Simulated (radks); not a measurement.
Values are calculated unless marked as measured or tabulated.
Problem. The barium ion Ba+, [Xe] 6s1. Code: a radial shooting solver on a logarithmic mesh with Libxc functionals. Model: non-relativistic Kohn-Sham, exchange-only PBE, spin-polarised, spherical densities, point nucleus. Every spin shell is full or empty, so the densities are truly spherical. Functionals are evaluated on that one density, not self-consistently. Rank these exchange functionals by their error against the exact value of the orbitals, and give that value: LDA, B88, PBE, PBEsol, revPBE, RPBE, OPTX, WC, AM05, G96, EV93, TPSS, r2SCAN, MS2, TASK.

Solution. Exact: -188.926 hartree. From best to worst, with 100 (|E| - |E exact|)/|E exact| (equal figures are ties): B88 +0.02, r2SCAN -0.14, RPBE -0.25, revPBE -0.30, TPSS -0.33, G96 +0.36, EV93 -0.38, PBE -0.42, MS2 -0.62, WC -0.82, OPTX +1.33, PBEsol -2.19, TASK -2.21, AM05 -4.36, LDA -4.65.
